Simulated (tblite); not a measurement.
Compound: C₇H₁₆P₂.
Atom-mapped SMILES: `[CH2:1]=[CH:2][CH2:3][P:4]([CH3:5])[CH2:6][PH:7][CH2:8][CH3:9]` (hydrogens: H10, H11 on C1; H12 on C2; H13, H14 on C3; H15, H16, H17 on C5; H18, H19 on C6; H20 on P7; H21, H22 on C8; H23, H24, H25 on C9)

Structure used (GFN2-xTB), in Å, numbered top down from 1:
```
atom  x, y, z in Å
C1     2.9210   -1.1774    1.6716
C2     3.0580   -0.8036    0.4118
C3     2.6948    0.5403   -0.1118
P4     1.1959    0.4111   -1.2330
C5     0.9099    2.2154   -1.4997
C6    -0.0712    0.1382    0.0999
P7    -1.7448    0.1503   -0.7053
C8    -2.7237   -0.5963    0.6936
C9    -4.1164   -1.0080    0.2345
H10    2.5513   -0.5022    2.4268
H11    3.1816   -2.1673    2.0051
H12    3.4290   -1.5024   -0.3269
H13    3.5061    0.9378   -0.7283
H14    2.4844    1.2416    0.7007
H15    0.9622    2.7715   -0.5642
H16    1.6567    2.5965   -2.1942
H17   -0.0766    2.3433   -1.9426
H18    0.1210   -0.8240    0.5839
H19   -0.0212    0.9354    0.8496
H20   -1.5525   -1.0536   -1.3964
H21   -2.7999    0.1636    1.4783
H22   -2.1835   -1.4543    1.1050
H23   -4.0521   -1.7690   -0.5413
H24   -4.6510   -0.1526   -0.1737
H25   -4.6902   -1.4101    1.0675
```

Calculated harmonic vibrations of the isolated species, GFN2-xTB (tblite), most abundant isotopes, no scaling. Against measured fundamentals such values can be off by several per cent, at times by over 20. Modes of hydrogen on phosphorus can be 10 to 20 % off. One conformer, not necessarily the lowest.

Harmonic wavenumbers (cm⁻¹): 34.1, 42.3, 52.5, 70.5, 87.0, 94.2, 157.8, 168.6, 185.5, 214.0, 244.4, 261.0, 300.3, 323.6, 413.7, 585.9, 677.6, 690.3, 695.2, 723.2, 736.4, 748.9, 755.8, 831.3, 846.7, 853.1, 875.8, 890.4, 918.2, 953.6, 1009.1, 1017.0, 1027.5, 1050.0, 1056.5, 1073.3, 1113.9, 1166.1, 1185.9, 1225.1, 1257.8, 1288.7, 1317.5, 1393.5, 1408.5, 1410.6, 1433.0, 1439.1, 1448.0, 1450.4, 1495.7, 1499.6, 1708.5, 2248.9, 2901.5, 2921.2, 2927.5, 2932.5, 2939.0, 2940.3, 2982.3, 3008.1, 3010.2, 3018.0, 3022.0, 3031.7, 3055.5, 3093.9, 3124.0.

A = 1726, B = 555.3, C = 446.8 MHz; mass 162.073 u (most abundant isotopes); point group C1, symmetry number 1.

What is the zero-point energy?

Half the sum of the wavenumbers: 45532 cm⁻¹ = 130.18 kcal/mol.

Entropy at 298.15 K, 1 bar (ideal gas, RRHO, classical rotation)?

Translation 41.18, rotation 31.00, vibration 47.68: S = 119.9 cal/(mol K).

And Cp and H(298.15 K) − H(0)?

Cp = 50.07 cal/(mol K), of which vibrations give 42.12 (their classical limit is 69 R = 137.1); H(298.15 K) − H(0) = 9.25 kcal/mol without the zero-point energy, 6.88 from vibrations.

How do the functions run with temperature in this model?

```tsv
T (K)	S (cal/(mol K))	Cp (cal/(mol K))	H − H(0) (kcal/mol)	G − H(0) (kcal/mol)	ln q(vib)
100	80.9	26.3	1.77	-6.32	3.85
200	102.6	37.6	4.96	-15.55	8.41
300	120.2	50.3	9.34	-26.71	12.45
500	151.7	74.0	21.89	-53.96	19.92
800	192.0	97.2	47.86	-105.71	30.22
1000	214.8	107.5	68.37	-146.43	36.52
```

q(vib) and H(0) count from the zero-point level.

What must be added to the electronic energy to get the Gibbs energy at 298.15 K and 1 bar?

ZPE + [H(298.15 K) − H(0)] − T·S = 130.18 + 9.25 − 35.74 = 103.69 kcal/mol.

Hindered rotation and anharmonicity are outside this model. Other conformers, if any are populated, would add a mixing term that is left out. The structure is chiral; the term R ln 2 for an equal mix with its mirror image is left out.
